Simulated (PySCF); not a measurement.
Compound: Cu2(I)4 (triplet state).
Bonds: Cu1–I2, Cu1–I3, Cu1–I6, I3–Cu4, Cu4–I5, Cu4–I6.

The calculation used PBE0-D3(BJ)/def2-SVP geometry optimisation, gas phase, def2 core potentials past Kr (PySCF).

How far are the bound atoms from Cu1?

3 atoms: I2 2.437 Å, I3 2.543 Å, I6 2.581 Å. The nearest atom not counted as bound is Cu4, at 2.86 Å.

List the angles at Cu1.

| angle | degrees | distance of the outer atoms (Å) |
| --- | --- | --- |
| I2–Cu1–I3 | 149.9 | 4.81 |
| I3–Cu1–I6 | 112.3 | 4.25 |
| I2–Cu1–I6 | 97.9 | 3.79 |

What is the shape at Cu1?

Planar: angles 149.9°, 112.3° and 97.9°, sum 360.0°, 0.00 Å off the plane of its three neighbours. The Cu–I distances aren't all alike: 2.437 to 2.581 Å.

How far are the bound atoms from I3?

2 atoms: Cu1 2.543 Å, Cu4 2.581 Å. The nearest atom not counted as bound is I5, at 3.79 Å.

What is the shape at I3?

Bent: angle 67.8°. The I–Cu distances aren't all alike: 2.543 to 2.581 Å.

What are the rotational constants (commonest isotopes, rigid rotor)?

A = 474.4, B = 128.1, C = 100.9 MHz: an asymmetric top.

Point group: C2h (tolerance 0.08 Å). Charge 0, triplet. ⟨S²⟩ = 2.008 (exact for a triplet: 2.00). PBE0-D3(BJ)/def2-SVP frequencies: not computed here.
